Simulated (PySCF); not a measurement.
## WOBr₂, singlet: data card

Level of theory: B3LYP in PySCF with W def2-SVP with ECP60, O def2-SVP, Br def2-SVP; scalar-relativistic core potentials, no spin–orbit coupling; density-fitted integrals.

The structure is a minimum.

Z-matrix (Å, degrees; charge 0 multiplicity 1):
```
W
O  1 1.6799
Br 1 2.4017 2 113.57
Br 1 2.4017 2 113.57 3 180.00
```

* Point group: C2v
* Bond lengths: W–Br 2.402 Å (×2), W–O 1.680 Å
* Bond angles: Br–W–Br 132.9°, Br–W–O 113.6° (×2)
* Zero-point energy: 11.9 kJ/mol
* Rotational constants: 0.1145, 0.02204, 0.01848 cm⁻¹
* Dipole moment: 1.61 D
* Enthalpy at 298.15 K above 0 K: 17.85 kJ/mol
* Atomisation energy without zero-point energy: 1425 kJ/mol
* Principal polarisabilities: 59.4, 66.1, 101.7 bohr³
* Principal quadrupole moments (Buckingham, traceless) about the centre of mass: -3.71, -0.54, 4.24 D Å
* Entropy at 298.15 K and 1 bar: 356.6 J/(mol K)
* Highest occupied level: -6.43 eV
* Rotational symmetry number: 2
* Lowest empty level: -4.00 eV
* Heat capacity Cp at 298.15 K: 72.9 J/(mol K)

Harmonic modes (masses in u: W 183.951, O 15.995, Br 78.918):
| symmetry | ω (cm⁻¹) | IR (km/mol) | type |
| --- | --- | --- | --- |
| a1 | 72 | 0.0 | bend |
| b1 | 82 | 2.1 | bend |
| b2 | 202 | 2.1 | bend |
| a1 | 253 | 4.2 | stretch |
| b2 | 322 | 43.8 | mixed |
| a1 | 1062 | 117 | stretch |

In C2v the vibrations span 3a1 + b1 + 2b2. Here b1 is antisymmetric to the molecular plane and b2 lies in it.

Charges (e):
```csv
atom,Mulliken,Löwdin,polar tensor,Mayer order to W1
W1,0.64,-0.32,1.29,–
O2,-0.23,-0.04,-0.56,2.33
"Br3,4",-0.20,0.18,-0.36,1.26
```

Mulliken populations on W1 (electrons outside its core potential): s 2.86, p 6.28, d 4.12, f 0.10.

Outer orbital energies (eV). occupied: -11.54, -11.19, -9.91, -9.70, -9.31, -9.29, -9.07, -6.43; empty: -4.00, -2.66, -1.94, -1.74.

Formally W is in oxidation state +4, d2, with 0 unpaired electrons (the high-spin count would be 2). The polar-tensor charge on W, 1.29, is far below the formal one.

Only a few start shapes were tried, so a lower isomer may exist. No spin–orbit coupling is included, which matters more the heavier the element.

The final relaxation and frequency run took about 3 core-minutes on a shared host.
